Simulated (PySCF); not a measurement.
Species: C₇H₁₀F (doublet state).
Structure used (GFN2-xTB), in Å, numbered top down from 1:
```xyz
18
C7H10F angstrom
C      1.9378   -0.1308    0.3659
C      0.8851    0.0133   -0.7363
C      0.1293    1.2972   -0.5632
C     -1.0171    1.3384    0.0924
F     -1.6777    2.5169    0.2434
C     -1.7154    0.1797    0.7253
C     -1.0041   -1.0886    0.4544
C     -0.1014   -1.1739   -0.7101
H      1.4519   -0.1939    1.3366
H      2.5273   -1.0318    0.2116
H      2.6080    0.7257    0.3668
H      1.3969    0.0289   -1.7044
H      0.5594    2.2018   -0.9649
H     -2.7501    0.1551    0.3415
H     -1.8092    0.3567    1.8040
H     -1.1929   -1.9436    1.0766
H     -0.6827   -1.1280   -1.6432
H      0.4463   -2.1169   -0.7081
```

The hyperfine couplings belong to this conformer and change with its torsions.

Identity: `C[C@@H]1C=C(F)C[CH]C1` [radical].

Level of theory: UKS B3LYP, pcH-1 on C F H, non-relativistic, mean-field spin-orbit, GIAO (PySCF 2.14.0). The structure is a single GFN2-xTB conformer in the gas phase; no vibrational or solvent corrections. The geometry wasn't refined by DFT: couplings that depend on bond lengths, twists or pyramidal angles can differ widely from those at the functional's own minimum. No stability test was run, so a lower SCF solution isn't excluded.

**Question.** Where do the isotropic ENDOR lines of F5, H14, H17, H16, H15, H18, H13 and H12 fall at 1212.3 mT, to first order?

**Answer.** ν± = |νn ± a/2|, one line for each electron-spin manifold; νn = |g_N| × 7.62259 MHz/T × B.

```json
{"nuclei": "F5", "isotope": "19F", "g_N": "5.2577", "νn (MHz)": "48.59", "a_iso (MHz)": "-1.31", "lower line (MHz)": "47.93", "upper line (MHz)": "49.24"}
{"nuclei": "H14", "isotope": "1H", "g_N": "5.5857", "νn (MHz)": "51.62", "a_iso (MHz)": "135.73", "lower line (MHz)": "16.25", "upper line (MHz)": "119.48"}
{"nuclei": "H17", "isotope": "1H", "g_N": "5.5857", "νn (MHz)": "51.62", "a_iso (MHz)": "134.40", "lower line (MHz)": "15.58", "upper line (MHz)": "118.82"}
{"nuclei": "H16", "isotope": "1H", "g_N": "5.5857", "νn (MHz)": "51.62", "a_iso (MHz)": "-64.83", "lower line (MHz)": "19.20", "upper line (MHz)": "84.03"}
{"nuclei": "H15", "isotope": "1H", "g_N": "5.5857", "νn (MHz)": "51.62", "a_iso (MHz)": "50.60", "lower line (MHz)": "26.32", "upper line (MHz)": "76.92"}
{"nuclei": "H18", "isotope": "1H", "g_N": "5.5857", "νn (MHz)": "51.62", "a_iso (MHz)": "8.00", "lower line (MHz)": "47.62", "upper line (MHz)": "55.62"}
{"nuclei": "H13", "isotope": "1H", "g_N": "5.5857", "νn (MHz)": "51.62", "a_iso (MHz)": "1.96", "lower line (MHz)": "50.64", "upper line (MHz)": "52.60"}
{"nuclei": "H12", "isotope": "1H", "g_N": "5.5857", "νn (MHz)": "51.62", "a_iso (MHz)": "0.67", "lower line (MHz)": "51.28", "upper line (MHz)": "51.95"}
```

**Question.** Which pairs are centred on the nuclear Larmor frequency, and which on half the coupling?

**Answer.** Centred on νn, since |a| < 2νn: F5, H16, H15, H18, H13 and H12. Centred on |a|/2 and split by 2νn: H14 and H17.

The largest Mulliken spin populations are on C7 (+1.03), C8 (-0.09), C6 (-0.09) and H17 (+0.06). C7 is the only atom above +0.15. The positive populations add up to 1.23 and the negative ones to -0.23, together 2S = 1. The angles at C7 add up to 359.9°, so it is planar; its axial dipolar tensor and the negative coupling of its proton fit spin in a p orbital normal to that plane.
